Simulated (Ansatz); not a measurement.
One change: `O=C=[N][AlH][F]` becomes `O=C=[N][AlH][Cl]`.

Ansatz, PBE0-D4/def2-TZVP geometries, multiplicity 1. Each molecule was computed in one conformer, which needn't be the lowest.

```csv
property,`O=C=[N][AlH][F]`
HOMO–LUMO gap (PBE0/def2-TZVPP) / eV,7.67
LUMO energy (ωB97M-V/def2-TZVPP) / eV,0.34
HOMO energy (PBE0/def2-TZVPP) / eV,-8.97
HOMO energy (PBE/def2-TZVPP) / eV,-7.56
HOMO energy (ωB97M-V/def2-TZVPP) / eV,-11.22
HOMO–LUMO gap (ωB97M-V/def2-TZVPP) / eV,11.57
```

**Question.** What does the change do to each property? (Estimate.)

**Answer.** The calculation gave: 
```csv
property,`O=C=[N][AlH][Cl]`,shift
HOMO–LUMO gap (PBE0/def2-TZVPP) / eV,7.34,-0.33
LUMO energy (ωB97M-V/def2-TZVPP) / eV,0.14,-0.20
HOMO energy (PBE0/def2-TZVPP) / eV,-8.89,0.08
HOMO energy (PBE/def2-TZVPP) / eV,-7.49,0.07
HOMO energy (ωB97M-V/def2-TZVPP) / eV,-11.12,0.10
HOMO–LUMO gap (ωB97M-V/def2-TZVPP) / eV,11.26,-0.31
```

With PBE0 the HOMO rises by 0.08 eV and the LUMO falls by 0.25 eV, so the gap narrows by about 0.33 eV. PBE moves the HOMO by 0.07 eV and ωB97M-V by 0.10 eV.
